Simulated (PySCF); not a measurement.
C₆H₄F₂, SMILES C#C[C@H](F)C=C=CF. Atoms are numbered in the order given.

```xyz
12

C     -2.7108     1.4767    -1.5567
C     -2.0687     0.8089    -0.7793
C     -1.2968    -0.0236     0.1467
F     -0.8521     0.7158     1.2063
C     -0.1412    -0.6875    -0.5647
C      1.1046    -0.5593    -0.1905
C      2.3535    -0.3877     0.1588
F      2.9887    -1.1763     1.0250
H     -3.2795     2.0760    -2.2443
H     -1.9634    -0.8143     0.5431
H     -0.4121    -1.3013    -1.4336
H      2.9822     0.4185    -0.2331
```

Geometry: PBE0-D3(BJ)/def2-SVP. The structure was generated by enumeration; whether it is a known compound was not checked. One conformer was computed; it need not be the lowest.

All values below come from PBE0/pcSseg-1 (PySCF).

GIAO shieldings, no solvent; atoms alike by connectivity are averaged. δ = σ(ref) − σ: ¹³C against TMS (σ = 186.3 ppm); ¹⁹F against CFCl3 (σ = 167.2 ppm); ¹H against TMS (σ = 31.56 ppm), references at their B3LYP-D3(BJ)/def2-TZVP geometries, non-relativistic.

Computed chemical shifts:
```csv
nucleus,atoms,count,δ (ppm)
¹³C,C6,1,209.5
¹³C,C7,1,142.3
¹³C,C5,1,115.5
¹³C,C1,1,86.5
¹³C,C2,1,83.1
¹³C,C3,1,81.0
¹⁹F,F8,1,-172.0
¹⁹F,F4,1,-220.6
¹H,H12,1,7.75
¹H,H11,1,6.33
¹H,H10,1,5.87
¹H,H9,1,2.93
```
